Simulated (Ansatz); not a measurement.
The inner images of a band of BFH2 + H2Se (7 atoms, charge 0, multiplicity 1) are given out of order.

Level of theory: Ansatz, RKS B3LYP-D4/def2-SVP.

Initial state:

```xyz
7
Properties=species:S:1:pos:R:3
B -0.501 -1.019 0.289
F 0.691 -1.561 0.003
H -1.363 -1.080 -0.557
H -0.746 -0.786 1.451
H 0.718 1.280 -1.485
Se -0.026 1.555 -0.240
H 1.227 1.612 0.538
```

Final state:

```xyz
7
Properties=species:S:1:pos:R:3
B -0.776 -0.277 0.363
F 1.225 -1.217 -1.043
H -1.588 -0.808 -0.340
H -0.357 -0.738 1.384
H 1.142 -0.290 -1.130
Se -0.293 1.522 -0.170
H 0.646 1.809 0.935
```

**Question.** Put them in order from the first end to the last, with their energies above the first end.
A.
```xyz
7
Properties=species:S:1:pos:R:3
B -0.683 -0.335 0.293
F 1.017 -1.145 -0.869
H -1.531 -0.844 -0.384
H -0.308 -0.769 1.343
H 1.079 -0.225 -1.068
Se -0.274 1.523 -0.197
H 0.700 1.795 0.881
```
B.
```xyz
7
Properties=species:S:1:pos:R:3
B -0.583 -0.431 0.223
F 0.854 -1.058 -0.738
H -1.503 -0.881 -0.402
H -0.309 -0.783 1.335
H 0.977 -0.119 -0.977
Se -0.208 1.504 -0.257
H 0.772 1.769 0.816
```
C.
```xyz
7
Properties=species:S:1:pos:R:3
B -0.458 -0.753 0.161
F 0.659 -1.238 -0.547
H -1.517 -0.905 -0.394
H -0.342 -0.752 1.360
H 0.871 0.392 -0.921
Se -0.040 1.487 -0.409
H 0.827 1.770 0.752
```
D.
```xyz
7
Properties=species:S:1:pos:R:3
B -0.486 -0.921 0.195
F 0.589 -1.418 -0.457
H -1.543 -0.954 -0.383
H -0.377 -0.767 1.386
H 0.978 0.676 -1.043
Se -0.014 1.578 -0.435
H 0.852 1.806 0.736
```
E.
```xyz
7
Properties=species:S:1:pos:R:3
B -0.517 -1.020 0.247
F 0.563 -1.556 -0.339
H -1.553 -1.030 -0.373
H -0.458 -0.799 1.434
H 1.062 0.976 -1.230
Se -0.011 1.595 -0.431
H 0.914 1.835 0.692
```
F.
```xyz
7
Properties=species:S:1:pos:R:3
B -0.505 -0.564 0.175
F 0.755 -1.064 -0.649
H -1.506 -0.898 -0.401
H -0.332 -0.773 1.344
H 0.868 0.073 -0.891
Se -0.097 1.467 -0.351
H 0.816 1.759 0.773
```
G.
```xyz
7
Properties=species:S:1:pos:R:3
B -0.512 -1.032 0.278
F 0.628 -1.580 -0.165
H -1.472 -1.070 -0.456
H -0.596 -0.793 1.460
H 0.917 1.165 -1.399
Se -0.031 1.568 -0.344
H 1.067 1.742 0.626
```

**Answer.** G (+0.01 eV), E (+0.02 eV), D (+0.11 eV), C (+0.51 eV), F (+1.08 eV), B (+0.93 eV), A (+0.85 eV).

The run took 2.1 min on 2 threads of Arm Neoverse V2, on a shared host, peak memory 0.16 GiB.
